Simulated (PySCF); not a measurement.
Geometry:
```tsv
atom	x (Å)	y (Å)	z (Å)
C1	2.030	0.414	0.230
N2	0.899	-0.475	0.322
B3	-0.434	-0.214	-0.013
C4	-0.858	1.201	-0.580
C5	-1.502	-1.357	0.193
H6	2.499	0.575	1.206
H7	1.707	1.383	-0.148
H8	2.796	0.028	-0.451
H9	1.126	-1.387	0.687
H10	-0.678	1.995	0.155
H11	-1.917	1.241	-0.844
H12	-0.287	1.476	-1.473
H13	-1.996	-1.595	-0.756
H14	-2.301	-1.017	0.862
H15	-1.098	-2.287	0.602
```

PySCF 2.14.0 with density-fitted response routines calculation with PBE0-D3(BJ)/def2-TZVP geometry and shielding tensors at B97-2/pcSseg-2 (GIAO); averaged over atoms made equivalent by symmetry, fast rotation or ring inversion, in vacuum, a single conformation, non-relativistic Hamiltonian.

Shifts are taken against calculated references (same method and geometry level): $^{13}$C and $^{1}$H vs TMS; $^{15}$N against NH3; $^{11}$B against BF3·OEt2.

```csv
atoms,nucleus,count,δ (ppm)
H10/H11/H12/H13/H14/H15,$^{1}$H,6,0.29
H6/H7/H8,$^{1}$H,3,?
C1,$^{13}$C,1,33.1
N2,$^{15}$N,1,112.0
B3,$^{11}$B,1,44.1
C4/C5,$^{13}$C,2,5.3
H9,$^{1}$H,1,?
```

Question: Estimate the values marked ?.

Answer: 
- H9: 3.66 ppm, hydrogen on a nitrogen bonded to C, B; exchangeable, gas-phase position
- H6/H7/H8: 2.78 ppm, hydrogen on a methyl carbon bonded to N; its carbon carries N, which withdraws density

OH and NH positions are those of a molecule without intermolecular hydrogen bonds; in solution they move with solvent, concentration and temperature, and exchange usually removes their couplings. A carbon bonded to boron is broadened by the quadrupolar boron nucleus and is often missing from a measured spectrum. Shifts are as computed. Against solution values, carbons near 30 ppm lie about +3 ppm off and those near 130 ppm about +7 ppm. Of 1211 compounds with measured shifts, 218 miss one by over three times the rms of a fit or turn the order of signals round; such compounds aren't used in these exercises. Experimental scales use liquid or dissolved standards, which lie at an offset from isolated NH3 (liquid NH3: subtract about 20 ppm).
